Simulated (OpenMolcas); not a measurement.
Pt2+ (d8) among equal point charges was computed by CASSCF with the d shell active (OpenMolcas, ANO-RCC-VTZP on the metal). Its lowest spin-free states, and all those of the highest spin:

| 2S+1 | Degeneracy | E (cm-1) |
| --- | --- | --- |
| 3 | 2 | 0.0 |
| 3 | 1 | 842.3 |
| 3 | 1 | 1647 |
| 3 | 2 | 5596 |
| 3 | 1 | 6240 |
| 1 | 1 | 7150 |
| 1 | 1 | 10207 |
| 1 | 1 | 11443 |
| 1 | 2 | 12752 |
| 3 | 1 | 14647 |
| 1 | 1 | 14833 |
| 1 | 1 | 15924 |
| 3 | 2 | 21229 |

Is the site octahedral, tetrahedral or cube-like, axial, or of lower symmetry?

The states with 2S+1 = 3 have orbital degeneracies 2, 1, 1, 2, 1, 1, 2. There are pairs but no triples, so the site is axial: not cubic, but with a proper or improper axis of order three or more. The run had Pt2+ among 5 point charges of -1.5 e arranged as a square pyramid (C4v), 2.22 Å from the ion, with the axial distance 2.642 Å.

An orbital doublet at a regular site is open to a Jahn-Teller distortion, which this geometry leaves out. Without dynamic correlation the repulsion within the d shell is too large (B by tens of per cent), so at a given field states of lower spin stand too high. Real 4d8 and 5d8 ions are as a rule square planar and diamagnetic. This shell can be high or low spin here, a state of another spin lies low, and with metal d orbitals alone active their balance is uncertain, so the ground spin may be wrong. Point charges give a weaker field than real ligands, and real ions of this kind are as a rule low spin; the high spin found here belongs to the model. Point charges carry no covalency, so the field is a model and not that of real ligands. An unlabelled pair can be two single states that coincide in this model. No measured value stands beside these numbers.
